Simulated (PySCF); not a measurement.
Field gradients at the hydrogen positions

Species: C₇H₁₂OS.
Numbering: `[CH3:1][CH2:2][CH2:3][C@H:4]1[CH2:5][S:6][CH2:7][C:8]1=[O:9]` (hydrogens: H10, H11, H12 on C1; H13, H14 on C2; H15, H16 on C3; H17 on C4; H18, H19 on C5; H20, H21 on C7)

Cartesian coordinates in Å at the GFN2-xTB level; atoms count from 1:
```xyz
21
C7H12OS angstrom
C     -3.0867    0.6621   -0.2107
C     -1.8720   -0.2497   -0.0909
C     -0.5937    0.5574    0.1191
C      0.6352   -0.3217    0.3563
C      1.0824   -1.1144   -0.8601
S      2.8065   -1.6108   -0.5289
C      3.1381   -0.0596    0.3461
C      1.8196    0.5026    0.8332
O      1.7413    1.4849    1.5182
H     -2.9756    1.3400   -1.0540
H     -3.9910    0.0768   -0.3575
H     -3.2043    1.2565    0.6923
H     -1.7810   -0.8535   -0.9962
H     -2.0140   -0.9308    0.7513
H     -0.4161    1.1959   -0.7500
H     -0.7108    1.2094    0.9877
H      0.4213   -1.0190    1.1781
H      0.5036   -2.0203   -1.0182
H      1.0626   -0.5036   -1.7647
H      3.6097    0.6575   -0.3304
H      3.8162   -0.2426    1.1788
```

Level: PBE0/pcSseg-1 (PySCF, non-relativistic); Q(2H) = 0.00286 b; rigid geometry, the same for H and D, with no vibrational averaging.

Question: Rank these positions by the coupling χzz of a deuteron there, largest first.
A. H10 (methyl hydrogen)
B. H17 (methine hydrogen)
C. H16 (methylene hydrogen)
D. H21 (methylene hydrogen)

Answer: A (212 kHz), D (206 kHz), C (200 kHz), B (195 kHz).

Question: Give the electric field gradient Vzz (the principal value of largest size), its asymmetry and the 2H coupling at each hydrogen.

Answer: 
| atom | bonded to | bond length (Å) | Vzz (au) | η | χzz (kHz) |
| --- | --- | --- | --- | --- | --- |
| H10 | C1 | 1.088 | 0.3150 | 0.02 | 212 |
| H11 | C1 | 1.087 | 0.3168 | 0.02 | 213 |
| H12 | C1 | 1.087 | 0.3146 | 0.02 | 211 |
| H13 | C2 | 1.092 | 0.3044 | 0.02 | 205 |
| H14 | C2 | 1.092 | 0.3031 | 0.02 | 204 |
| H15 | C3 | 1.093 | 0.3018 | 0.04 | 203 |
| H16 | C3 | 1.092 | 0.2977 | 0.02 | 200 |
| H17 | C4 | 1.099 | 0.2895 | 0.01 | 195 |
| H18 | C5 | 1.087 | 0.3123 | 0.03 | 210 |
| H19 | C5 | 1.092 | 0.3013 | 0.01 | 202 |
| H20 | C7 | 1.093 | 0.3008 | 0.01 | 202 |
| H21 | C7 | 1.089 | 0.3072 | 0.03 | 206 |

Question: How does χzz go with the bond length over the 12 C–H bonds?

Answer: A straight-line fit has a slope of -15.0 kHz for each 0.01 Å, with a correlation coefficient of -0.96, over lengths from 1.087 to 1.099 Å. The longer bonds have the smaller couplings here.

Question: A static deuteron (I = 1) shows a doublet split by (3/2)χ, (3/4)χ(1 + η) and (3/4)χ(1 − η) with the field along z, y and x of the gradient. What are these for H18?

Answer: With |χ| = 209.9 kHz and η = 0.026: 315, 162 and 153 kHz, to first order and without motion.

Geometry: GFN2-xTB, one conformer, isolated molecule. GFN2-xTB bond lengths can be off by several hundredths of an ångström, more for odd bonds, and the gradients follow them. A larger basis could move these couplings by a tenth or more.
